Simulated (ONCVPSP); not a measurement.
**BLYP ONCV dataset for chromium, non-relativistic all-electron reference.**

The input file (ONCVPSP 4.0.1):

```
# ATOM AND REFERENCE CONFIGURATION
# atsym  z   nc   nv     iexc    psfile
  Cr 24.00    3    4  -106131      upf
#
#   n    l    f
    1    0    2.00
    2    0    2.00
    2    1    6.00
    3    0    2.00
    3    1    6.00
    3    2    5.00
    4    0    0.50
#
# PSEUDOPOTENTIAL AND OPTIMIZATION
# lmax
    2
#
#   l,   rc,      ep,       ncon, nbas, qcut
    0    1.35    0.00    4    7   11.20
    1    1.25    0.00    4    9   10.60
    2    1.15    0.00    5   10   15.00
#
# LOCAL POTENTIAL
# lloc, lpopt,  rc(5),   dvloc0
    4    4    1.05    0.00
#
# VANDERBILT-KLEINMAN-BYLANDER PROJECTORs
# l, nproj, debl
    0    2    0.50
    1    2    0.60
    2    1    3.50
#
# MODEL CORE CHARGE
# icmod, fcfact, rcfact
    3    4.25    1.30
#
# LOG DERIVATIVE ANALYSIS
# epsh1, epsh2, depsh
   -4.00    5.00    0.02
#
# OUTPUT GRID
# rlmax, drl
    6.00    0.01
#
# TEST CONFIGURATIONS
# ncnf
    4
# nvcnf
#   n    l    f
    4
    3    0    2.00
    3    1    6.00
    3    2    5.00
    4    0    1.00
#
    4
    3    0    2.00
    3    1    6.00
    3    2    5.00
    4    0    0.00
#
    4
    3    0    2.00
    3    1    6.00
    3    2    4.00
    4    0    0.00
#
    4
    3    0    1.00
    3    1    6.00
    3    2    5.00
    4    0    1.00
#
```

Command:

```bash
oncvpspnr.x < Cr.dat > Cr.out
```

Resulting log (shortened: citation, most of the input echo, consistency checks and plot data are left out):

```
ONCVPSP  (Optimized Norm-Conservinng Vanderbilt PSeudopotential)
scalar-relativistic version 4.0.1

#   n    l    f        energy (Ha)
    1    0    2.00    -2.1459782E+02
    2    0    2.00    -2.4294207E+01
    2    1    6.00    -2.0670300E+01
    3    0    2.00    -2.7788528E+00
    3    1    6.00    -1.7748891E+00
    3    2    5.00    -2.3025589E-01
    4    0    0.50    -2.5023978E-01

Reference configufation results
  iterations    44
  all-electron total energy (Ha)   -1.04422398D+03

Begin loop to  construct optimized pseudo wave functions
and semi-local pseudopoentials for all angular momenta

Calculating optimized projector #   1

 for l=   0

    Fraction of norm inside rc  0.896389
    Optimizing pswf for qcut=  11.20 a_B^-1,  ecut=  62.71 Ha
    Residual kinetic energy error=  8.07D-08 Ha

    Energy error per electron        Cutoff
         Ha          eV             Ha
         0.01000     0.27211       27.59
         0.00100     0.02721       36.61
         0.00010     0.00272       44.16
         0.00001     0.00027       50.45

Calculating optimized projector #   2

 for l=   0

    Fraction of norm inside rc  0.033114
    Optimizing pswf for qcut=  11.20 a_B^-1,  ecut=  62.71 Ha
    Residual kinetic energy error=  9.02D-09 Ha

    Energy error per electron        Cutoff
         Ha          eV             Ha
         0.01000     0.27211       17.06
         0.00100     0.02721       29.47
         0.00010     0.00272       38.82
         0.00001     0.00027       46.46

WARNING wellstate: negative energy specified for n= 4 l=  1
WARNING scattering state with energy  0.25000000
WARNING will be used for the first projector

   Wellstate for l =  1  n =  4
     eigenvalue =   0.2500
     asymptotic potential =   0.7500
     half-point radius =  2.9987

Calculating optimized projector #   1

 for l=   1

    Fraction of norm inside rc  0.791937
    Optimizing pswf for qcut=  10.60 a_B^-1,  ecut=  56.22 Ha
    Residual kinetic energy error=  1.85D-07 Ha

    Energy error per electron        Cutoff
         Ha          eV             Ha
         0.01000     0.27211       20.03
         0.00100     0.02721       25.69
         0.00010     0.00272       30.28
         0.00001     0.00027       35.00

Calculating optimized projector #   2

 for l=   1

    Fraction of norm inside rc  0.066141
    Optimizing pswf for qcut=  10.60 a_B^-1,  ecut=  56.22 Ha
    Residual kinetic energy error=  1.68D-07 Ha

    Energy error per electron        Cutoff
         Ha          eV             Ha
         0.01000     0.27211       16.16
         0.00100     0.02721       22.38
         0.00010     0.00272       27.54
         0.00001     0.00027       32.53

Calculating optimized projector #   1

 for l=   2

    Fraction of norm inside rc  0.463805
    Optimizing pswf for qcut=  15.01 a_B^-1,  ecut= 112.67 Ha
    Residual kinetic energy error=  8.78D-07 Ha

    Energy error per electron        Cutoff
         Ha          eV             Ha
         0.01000     0.27211       61.10
         0.00100     0.02721       76.80
         0.00010     0.00272       89.32
         0.00001     0.00027       99.63

Construct Vanderbilt / Kleinmman-Bylander projectors

B matrix Hermiticity error, ll=   0
   1   2    4.5264E-09

  Orthonormal projector coefficients  1.1607E+01  1.0844E+00

B matrix Hermiticity error, ll=   1
   1   2    5.1379E-09

  Orthonormal projector coefficients  1.1471E+00 -2.3478E-01

Model core correction analysis
  based on d2Exc/dn_idn_j

d2excae - all-electron derivatives

   -4.015421D-02   -3.692829D-02   -2.367756D-02   -2.393988D-03
   -3.692849D-02   -3.500466D-02   -2.346050D-02   -2.981776D-03
   -2.367797D-02   -2.346076D-02   -2.105272D-02   -1.036077D-02
   -2.393759D-03   -2.981191D-03   -1.035524D-02   -3.264019D-02

d2excps - pseudofunction derivatives with no core correction

   -4.111102D-02   -3.850510D-02   -2.632304D-02   -2.518426D-03
   -3.850527D-02   -3.652213D-02   -2.592313D-02   -3.111285D-03
   -2.632351D-02   -2.592342D-02   -2.256683D-02   -1.053177D-02
   -2.518163D-03   -3.110710D-03   -1.052624D-02   -3.265137D-02

rms 2nd derivative error    1.515197E-03

rmatch, rhocmatch    0.4626   29.6629

Teter function model core charge with specified parameters

d2excps - pseudofunction derivatives with core correction

   -3.910020D-02   -3.699198D-02   -2.536297D-02   -2.354912D-03
   -3.699212D-02   -3.539135D-02   -2.516183D-02   -2.986463D-03
   -2.536335D-02   -2.516210D-02   -2.200718D-02   -1.045037D-02
   -2.354682D-03   -2.985880D-03   -1.044484D-02   -3.263805D-02

rms 2nd derivative error    9.242888E-04

Pseudoatom total energy  -86.475563

Diagnostic tests using Vanderbilt-Kleinman-Bylander pseudopotentials
  1 or more projectors used as specified by nproj input data

   l    rcore       rmatch      e in        delta e   norm test  slope test

   0   1.3577413   1.3989653  -2.7788528   0.0000001   1.0000000   1.0000001
   0   1.3577413   1.3989653  -0.2502398   0.0000000   1.0000000   1.0000000

   1   1.2561552   1.2942948  -1.7748891   0.0000002   1.0000000   1.0000001
   1   1.2561552   1.2942948   0.2500000  -0.0000000   1.0000000   1.0000000

   2   1.1552382   1.1903138  -0.2302559   0.0000000   1.0000000   1.0000000

 Testing for bound ghosts
   n   l    E NL Schr. Eq   E Basis Diag.   E Cutoff

   1   0       -2.778853       -2.778842    102.76
   2   0       -0.250240       -0.073815    102.76

   2   1       -1.774889       -1.774605    250.61

   3   2       -0.230256       -0.197018    331.56

 Testing for highly-localized positive-energy ghosts
       l    <radius>/rc     E Basis Diag.   E Cutoff

Test configuration 0

   n   l     f        eae           eps        diff
   1   0  2.0000 -214.59782312
   2   0  2.0000  -24.29420709
   2   1  6.0000  -20.67029956
   3   0  2.0000   -2.77885277   -2.77885265    1.19D-07
   3   1  6.0000   -1.77488915   -1.77488898    1.69D-07
   3   2  5.0000   -0.23025589   -0.23025588    4.80D-09
   4   0  0.5000   -0.25023978   -0.25023978    0.00D+00

    Total energies and differences
      AE_ref= -1.04422398D+03  AE_tst= -1.04422398D+03  dif=  0.00D+00
      PS_ref= -8.64755634D+01  PS_tst= -8.64755634D+01  dif= -7.25D-13
      PSP excitation error=  7.25D-13

Test configuration 1

   n   l     f        eae           eps        diff
   1   0  2.0000 -214.47439931
   2   0  2.0000  -24.17489958
   2   1  6.0000  -20.55061507
   3   0  2.0000   -2.65604433   -2.65615311   -1.09D-04
   3   1  6.0000   -1.65152426   -1.65162837   -1.04D-04
   3   2  5.0000   -0.10760736   -0.10759912    8.24D-06
   4   0  1.0000   -0.14263202   -0.14264612   -1.41D-05

    Total energies and differences
      AE_ref= -1.04422398D+03  AE_tst= -1.04432180D+03  dif= -9.78D-02
      PS_ref= -8.64755634D+01  PS_tst= -8.65733662D+01  dif= -9.78D-02
      PSP excitation error= -1.31D-05

Test configuration 2

   n   l     f        eae           eps        diff
   1   0  2.0000 -214.73689412
   2   0  2.0000  -24.42835675
   2   1  6.0000  -20.80489372
   3   0  2.0000   -2.91673886   -2.91662200    1.17D-04
   3   1  6.0000   -1.91326885   -1.91315347    1.15D-04
   3   2  5.0000   -0.36674961   -0.36676182   -1.22D-05

    Total energies and differences
      AE_ref= -1.04422398D+03  AE_tst= -1.04407008D+03  dif=  1.54D-01
      PS_ref= -8.64755634D+01  PS_tst= -8.63216709D+01  dif=  1.54D-01
      PSP excitation error=  6.33D-06

Test configuration 3

   n   l     f        eae           eps        diff
   1   0  2.0000 -215.26394946
   2   0  2.0000  -24.97093174
   2   1  6.0000  -21.34585544
   3   0  2.0000   -3.43760820   -3.43816921   -5.61D-04
   3   1  6.0000   -2.42813771   -2.42861233   -4.75D-04
   3   2  4.0000   -0.84580700   -0.84582726   -2.03D-05

    Total energies and differences
      AE_ref= -1.04422398D+03  AE_tst= -1.04347521D+03  dif=  7.49D-01
      PS_ref= -8.64755634D+01  PS_tst= -8.57267554D+01  dif=  7.49D-01
      PSP excitation error= -3.12D-05

Test configuration 4

   n   l     f        eae           eps        diff
   1   0  2.0000 -215.10398441
   2   0  2.0000  -24.72575918
   2   1  6.0000  -21.10855454
   3   0  1.0000   -3.14942785   -3.15094988   -1.52D-03
   3   1  6.0000   -2.13828576   -2.13851646   -2.31D-04
   3   2  5.0000   -0.55148703   -0.55234626   -8.59D-04
   4   0  1.0000   -0.42205354   -0.42196915    8.44D-05

    Total energies and differences
      AE_ref= -1.04422398D+03  AE_tst= -1.04143434D+03  dif=  2.79D+00
      PS_ref= -8.64755634D+01  PS_tst= -8.36852614D+01  dif=  2.79D+00
      PSP excitation error= -6.59D-04
```

oncvpspnr.x prints “scalar-relativistic version” in its banner although the run is non-relativistic.

The run took about 5.4 s on one core of a shared server CPU.
